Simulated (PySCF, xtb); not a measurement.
BeFCl, SMILES [Cl][Be][F].

GFN2-xTB (xtb) at its own geometry gives an orbital gap of 6.95 eV and a dipole moment of 0.34 D.

Geometry optimised at PBE-D3(BJ)/def2-TZVP.

What does B3LYP/def2-TZVPD run with PySCF give? (An estimate is asked for; the answer gives what the named calculation found.)

gap 8.51 eV (levels -9.53 and -1.01 eV), dipole 0.23 D.
